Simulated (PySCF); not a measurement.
Species: CH7N2Si (doublet state).
Cartesian coordinates in Å at the GFN2-xTB level; atoms count from 1:
```
atom  x, y, z in Å
C1    -1.450   -0.907   -0.136
Si2    0.203   -0.112   -0.356
N3     1.097   -0.445    1.095
N4    -0.056    1.576   -0.620
H5    -1.596   -1.801    0.442
H6    -2.313   -0.573   -0.681
H7     0.895   -0.543   -1.587
H8     1.139   -1.396    1.423
H9     2.001   -0.015    1.208
H10   -0.654    2.065    0.026
H11    0.740    2.152   -0.839
```

The hyperfine couplings belong to this conformer and change with its torsions.

The species is `[CH2][SiH](N)N` [radical].

Computed with UKS B3LYP, pcH-1 on C H N Si, non-relativistic, mean-field spin-orbit, GIAO (PySCF 2.14.0). One conformer (not necessarily the lowest) at the GFN2-xTB geometry, without solvent, vibrations or thermal averaging. A GFN2-xTB geometry isn't a minimum of the functional, and hyperfine couplings can be far from their values at a DFT geometry. The SCF solution wasn't tested for stability.

Mulliken spin populations: C1 +1.059, Si2 -0.014, N3 +0.007, N4 +0.005, H5 -0.042, H6 -0.042, H7 +0.025, H8 0.000, H9 0.000, H10 +0.001, H11 +0.001.

Problem. What dipolar couplings does the calculation give for H7, H8, H9, H10, H11?

Solution. 
```
atom            position  distance from C1 (Å)  T1 (MHz)     T2    T3
  H7  β, 2 bonds from C1                  2.78     -3.77  -1.35  5.12
  H8  γ, 3 bonds from C1                  3.06     -2.41  -1.95  4.37
  H9  γ, 3 bonds from C1                  3.81     -1.68  -1.35  3.02
 H10  γ, 3 bonds from C1                  3.08     -3.19  -1.91  5.10
 H11  γ, 3 bonds from C1                  3.83     -1.54  -1.38  2.92
```

Problem. Estimate them with point dipoles: put each population ρk at its nucleus, leave out the nucleus itself and the atom bound to it, and sum T = Σ [ρk/(2S)]·C·(3 n nᵀ − 1)/r³ with C = μ0 gₑ μB g_N μN/(4π h) = 79.06 MHz Å³.

Solution. 
| atom | T1 (MHz) | T2 | T3 | T3, computed | difference in T3 (%) |
| --- | --- | --- | --- | --- | --- |
| H7 | -3.76 | -3.69 | 7.45 | 5.12 | +46 |
| H8 | -2.80 | -2.66 | 5.47 | 4.37 | +25 |
| H9 | -1.44 | -1.35 | 2.79 | 3.02 | -8 |
| H10 | -2.74 | -2.64 | 5.38 | 5.10 | +5 |
| H11 | -1.46 | -1.30 | 2.76 | 2.92 | -5 |

Problem. If all the spin sat on C1, T∥ = 2C/r³. What distance does the computed T3 of H9 then imply?

Solution. r = (2 × 79.06/3.02)^(1/3) = 3.74 Å, against 3.81 Å in the structure.

The run took 20 s (grids of density and orbitals included) on one thread of an Arm Neoverse V1 (shared host), and the process peaked at 0.74 GiB of memory.
